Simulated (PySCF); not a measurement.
These compounds are isomers of formula C$_{8}$H$_{10}$N$_{2}$.

A. SMILES [H]/N=C\[C@@H]1[C@H]2C=C[C@@H](/C=N/[H])[C@H]21
B. `C#CCn1ncc(C)c1C`
C. SMILES C#CCn1cc(C)c(C)n1
D. `C=CCn1cc(C=C)cn1`

Spectrum 1. ¹H NMR (500 MHz, computed): δ 7.24 (s, 1H), 4.93 (d, 2H), 2.51 (s, 3H), 2.21 (s, 3H), 1.76 (t, 1H). ¹³C{¹H} NMR (computed): δ 142.2 (CH), 139.0 (C), 120.0 (C), 84.0 (C), 80.3 (CH), 42.1 (CH2), 11.3 (CH3), 11.2 (CH3).

Spectrum 2. ¹H NMR (500 MHz, computed): δ 7.39 (s, 1H), 4.93 (d, 2H), 2.32 (s, 3H), 2.19 (s, 3H), 1.81 (t, 1H). ¹³C{¹H} NMR (computed): δ 149.8 (C), 131.6 (CH), 122.6 (C), 84.7 (C), 80.4 (CH), 43.2 (CH2), 14.3 (CH3), 11.5 (CH3).

Spectrum 3. ¹H NMR (500 MHz, computed): δ 7.79 (m, 1H), 7.34 (m, 1H), 6.75 (m, 1H), 6.26 (m, 1H), 5.79 (m, 1H), 5.68 (m, 1H), 5.48 (m, 1H), 5.32 (m, 1H), 4.87 (d, 2H). ¹³C{¹H} NMR (computed): δ 145.7 (CH), 142.5 (CH), 135.8 (CH), 129.6 (C), 128.3 (CH), 123.7 (CH2), 115.9 (CH2), 59.7 (CH2).

Spectrum 4. ¹H NMR (500 MHz, computed): δ 10.75 (br s, 1H), 10.69 (br s, 1H), 8.73 (d, 1H), 7.03 (d, 1H), 6.28 (m, 1H), 5.56 (m, 1H), 4.03 (m, 1H), 2.19 (m, 1H), 1.95 (m, 1H), 1.10 (m, 1H). ¹³C{¹H} NMR (computed): δ 178.9 (CH), 176.8 (CH), 142.1 (CH), 141.0 (CH), 59.0 (CH), 39.0 (CH), 36.4 (CH), 27.8 (CH).

How the numbers were obtained: GFN2-xTB structure, shieldings: GIAO PBE0/pcSseg-1, in PySCF 2.14.0 with density-fitted response routines (equivalent nuclei averaged, relativity neglected, no solvent model, a single conformation).

Scale: ¹H (31.72 ppm), ¹³C (186.93 ppm) against TMS (reference shieldings calculated alike). Where no couplings were computed, multiplicities follow the n + 1 count of equivalent neighbours, and m marks all less simple cases (inequivalent or close neighbours, rings, F or P nearby). Shifts are as computed. Against solution values, carbons near 30 ppm lie about +3 ppm off and those near 130 ppm about +5 ppm. Of 1211 compounds with measured shifts, 218 miss one by over three times the rms of a fit or turn the order of signals round; such compounds aren't used in these exercises. OH and NH positions are gas-phase values without hydrogen bonding to other molecules.

Which spectrum belongs to which compound?

Results:

1–B, 2–C, 3–D, 4–A.

- Spectrum 1 (B): 8 ¹³C signals; δC 142.2 is an aromatic CH next to a ring nitrogen; δC 84.0 is an alkyne carbon.
- Spectrum 2 (C): 8 ¹³C signals; δC 84.7 is an alkyne carbon; δC 80.4 is a terminal alkyne carbon.
- Spectrum 3 (D): 8 ¹³C signals; δC 145.7 is an alkene CH; δC 142.5 is an aromatic CH next to a ring nitrogen.
- Spectrum 4 (A): 8 ¹³C signals; δC 142.1 is an alkene CH; δC 141.0 is an alkene CH.
